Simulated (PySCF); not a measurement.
Choosing a molecule for a target property.

All species are isolated and taken at one optimised geometry, non-relativistic unless stated. Electronic properties by PySCF.

Dipoles, sizes and rotational constants follow the conformer. The torsions of the flexible species, by atom-mapped SMILES:
- `[CH3:1][CH:2][NH2:3]`: H–N3–C2–C1 38°, H–N3–C2–C1 168°
- `[CH2:1][Si@@H:2]([NH2:3])[SiH3:4]`: H–N3–Si2–C1 -65°, H–N3–Si2–C1 70°
- `[CH2:1]=[C:2][C:3]1=[CH:4][C@@H:5]1[O:6][C:7]([CH3:8])=[O:9]`: C4–C5–O6–C7 167°, C5–O6–C7–C8 180°

Question: Wanted: isotropic g value below 2.0025 (unrestricted B3LYP/pcH-1, mean-field spin–orbit) and smallest rotational constant below 5 GHz (GFN2-xTB), at GFN2-xTB geometries. Which candidate meets both?
A. `O=C1C=C(Cl)[C]([O-])C=C1Cl` [radical]
B. `C#CC#C[C@@]1(F)[CH]SC1` [radical]
C. `N[Si@H]([CH2])[SiH3]` [radical]
D. `C[CH]N` [radical]
E. `C=[C]C1=C[C@@H]1OC(C)=O` [radical]

Answer: E. Computed values:
```csv
species,isotropic g value,smallest rotational constant
C=[C]C1=C[C@@H]1OC(C)=O [radical],2.00240,0.786 GHz
N[Si@H]([CH2])[SiH3] [radical],2.00261,2.149 GHz
C[CH]N [radical],2.00271,7.984 GHz
C#CC#C[C@@]1(F)[CH]SC1 [radical],2.00490,0.624 GHz
O=C1C=C(Cl)[C]([O-])C=C1Cl [radical],2.00563,0.473 GHz
```
